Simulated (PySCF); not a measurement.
pyrazole cation (C3H4N2), SMILES c1cn[nH]c1 (connectivity only; charge and spin as stated), charge +1, multiplicity 2.

Geometry optimised at ωB97X-D3(BJ)/def2-SVP. The spin state was assumed, not searched.

All values below come from SMD-M06-2X/6-31G* in PySCF.

Solvation free energies are E(SMD) − E(gas) at the gas-phase geometry, for 1 M in both phases.

```json
[
 {"solvent": "water", "ΔG(solv) (kcal/mol)": "-67.9", "its non-electrostatic (CDS) part": "2.3"},
 {"solvent": "2-propanol", "ΔG(solv) (kcal/mol)": "[?]", "its non-electrostatic (CDS) part": "[?]"},
 {"solvent": "chloroform", "ΔG(solv) (kcal/mol)": "-55.8", "its non-electrostatic (CDS) part": "-0.3"}
]
```

Task: What belongs in the gaps? (An estimate is asked for; the answer gives what the named calculation found.)

Result: 
- 2-propanol, ΔG(solv) (kcal/mol): -66.2
- 2-propanol, its non-electrostatic (CDS) part: 1.1
